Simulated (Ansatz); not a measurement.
Cost and result up the ladder for Ga₂S₃ (5 atoms). The state is a singlet with charge 0. Geometry: B3LYP-D4/def2-SVP.

Cartesian coordinates in Å:
```
Ga -1.468 0.521 0.602
Ga 1.268 -0.921 -0.577
S 3.134 -0.449 -1.206
S -0.751 -1.502 0.094
S -2.183 2.352 1.087
```

Ansatz on 4 threads of Intel Xeon Platinum 8375C on a shared host. Times are rough, and most runs start from the orbitals of an earlier one. ωB97X-V/def2-TZVP serves as the yardstick here, not as an exact answer. Differences are given only for rows in sets of like size (and for xTB, whose basis is part of the method), since another set adds its own error. Binding counts from free atoms at the same level (Ga doublet, S triplet; other spins of the atoms weren't run), without zero-point energy or a counterpoise term.

The 6-31G sets use Cartesian d functions. B3LYP takes the VWN-RPA correlation. Correlated methods freeze 33 core orbitals; core or outer-core shells of Ga are correlated, in sets that lack core-valence functions. The structure comes from a short search, and lower isomers may exist.

Correlated methods converge slowly with the basis.

```json
{"level": "PBE-D4/def2-SVP", "functions": "118", "wall time": "1.1 s", "binding energy per atom (eV)": "2.89", "difference from ωB97X-V/def2-TZVP (eV)": "–"}
{"level": "B3LYP-D4/6-31G", "functions": "97", "wall time": "1.5 s", "binding energy per atom (eV)": "2.37", "difference from ωB97X-V/def2-TZVP (eV)": "–"}
{"level": "PBE0-D4/def2-SVP", "functions": "118", "wall time": "1.9 s", "binding energy per atom (eV)": "2.76", "difference from ωB97X-V/def2-TZVP (eV)": "–"}
{"level": "PBE-D4/def2-TZVP", "functions": "207", "wall time": "2 s", "binding energy per atom (eV)": "2.89", "difference from ωB97X-V/def2-TZVP (eV)": "0.13"}
{"level": "PBE-D4/def2-TZVPD", "functions": "246", "wall time": "3.5 s", "binding energy per atom (eV)": "2.88", "difference from ωB97X-V/def2-TZVP (eV)": "0.13"}
{"level": "r2SCAN-D4/def2-TZVP", "functions": "207", "wall time": "4.1 s", "binding energy per atom (eV)": "2.85", "difference from ωB97X-V/def2-TZVP (eV)": "0.09"}
{"level": "RPA@PBE/def2-TZVP", "functions": "207", "wall time": "5 s", "binding energy per atom (eV)": "2.45", "difference from ωB97X-V/def2-TZVP (eV)": "-0.30"}
{"level": "PBE0-D4/def2-TZVP (with forces)", "functions": "207", "wall time": "6.5 s", "binding energy per atom (eV)": "2.77", "difference from ωB97X-V/def2-TZVP (eV)": "0.02"}
{"level": "PBE0-D4/def2-TZVPD", "functions": "246", "wall time": "6.5 s", "binding energy per atom (eV)": "2.77", "difference from ωB97X-V/def2-TZVP (eV)": "0.02"}
{"level": "r2SCAN-D4/def2-TZVPD", "functions": "246", "wall time": "6.5 s", "binding energy per atom (eV)": "2.85", "difference from ωB97X-V/def2-TZVP (eV)": "0.09"}
{"level": "ωB97X-V/def2-TZVP", "functions": "207", "wall time": "8.5 s", "binding energy per atom (eV)": "2.76", "difference from ωB97X-V/def2-TZVP (eV)": "0.00"}
{"level": "CCSD(T)/def2-TZVP", "functions": "207", "wall time": "77 s", "binding energy per atom (eV)": "2.66", "difference from ωB97X-V/def2-TZVP (eV)": "-0.09"}
```
